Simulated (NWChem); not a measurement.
## AgI in NWChem

SMILES: [I][Ag]
```xyz
2

Ag     0.0000     0.0000    -1.3700
I      0.0000     0.0000     1.2149
```
Charge 0, spin multiplicity 1.

Program: NWChem. The geometry was optimised at PBE/def2-SVP with def2 effective core potentials on Ag, I, a minimum by its harmonic frequencies.

Symmetry labels belong to the abelian group C2v used in the runs, with the axes of the coordinates shown; states degenerate in a higher group split over its labels.

Effective core potentials replace the inner electrons of Ag, I; spin-orbit coupling is left out. The structure started from a generated list of species.

List the lowest 3 singlet excitations that CIS/def2-SVPD with def2 effective core potentials on Ag, I gives, with oscillator strengths.


| state | symmetry | energy (eV) | wavelength (nm) | f |
|---|---|---|---|---|
| 1 | b2 | 4.03 | 308 | 0.024 |
| 2 | b1 | 4.03 | 308 | 0.024 |
| 3 | a1 | 4.58 | 271 | 0.138 |
